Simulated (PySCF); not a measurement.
PySCF 2.14 output of an unrestricted PBEsol calculation on a single atom or ion in x2c-TZVPPall, with scalar relativity by spin-free X2C-1e:

```
SCF conv_tol = 1e-09
number electrons alpha = 5  beta = 2
    J. P. Perdew, A. Ruzsinszky, G. I. Csonka, O. A. Vydrov, G. E. Scuseria, L. A. Constantin, X. Zhou, and K. Burke.,  Phys. Rev. Lett. 100, 136406 (2008)
    J. P. Perdew, A. Ruzsinszky, G. I. Csonka, O. A. Vydrov, G. E. Scuseria, L. A. Constantin, X. Zhou, and K. Burke.,  Phys. Rev. Lett. 100, 136406 (2008)
cycle= 1 E= -124.019554308455  delta_E= -0.00296  |g|= 0.0142  |ddm|= 0.0533
cycle= 2 E= -124.01956806923  delta_E= -1.38e-05  |g|= 0.00328  |ddm|= 0.00492
cycle= 3 E= -124.019569639681  delta_E= -1.57e-06  |g|= 0.000337  |ddm|= 0.00123
cycle= 4 E= -124.019569659716  delta_E= -2e-08  |g|= 6.77e-06  |ddm|= 0.000134
cycle= 5 E= -124.019569659726  delta_E= -9.68e-12  |g|= 5.27e-08  |ddm|= 3.36e-06
converged SCF energy = -124.019569659726  <S^2> = 3.7509274  2S+1 = 4.0004637
```

The run itself started from symmetry-adapted Hartree-Fock orbitals and held the occupation by maximum overlap, on a logarithmic radial grid, so the iterations belong to that start.

Which element, charge and spin multiplicity is this?

Ne³⁺ (neon, charge +3), multiplicity 4; the state was [He] 2s2 2p3, high-spin 4S determinant.
